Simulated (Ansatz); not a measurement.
Program: Ansatz. Geometries: PBE0-D4/def2-TZVP. ΔE: electronic, gas phase. CBS: MP2 limit from def2 TZ/QZ plus the TZ coupled-cluster correction, frozen cores. Double bonds are as drawn, so ΔE can hold a change between cis and trans. DFT in def2-TZVPP. For Br outer-core shells are correlated without core-valence functions, which leaves a few kJ/mol of doubt a bond. Scalar relativity is left out up to krypton. Each species was taken in one conformer, which may not be the lowest.

Reaction (formal exchange of groups at a B–F bond): `NB(F)Br` + `CO/C=C/Cl` → `COB(N)Br` + `F/C=C/Cl`

```json
{"level": "PBE", "ΔE (kcal/mol)": "9.1"}
{"level": "CCSD(T)/def2-TZVPP", "ΔE (kcal/mol)": "8.9"}
{"level": "HF/CBS(def2)", "ΔE (kcal/mol)": "9.3"}
{"level": "MP2/CBS(def2)", "ΔE (kcal/mol)": "9.1"}
```

(1) What does CCSD(T)/CBS give? (Best estimate.)

Largest T1 diagnostic among the species: 0.012.

Results:

(1) The calculation gave: +8.5 kcal/mol. The listed levels differ from it by 0.6, 0.4, 0.8, 0.6 kcal/mol.
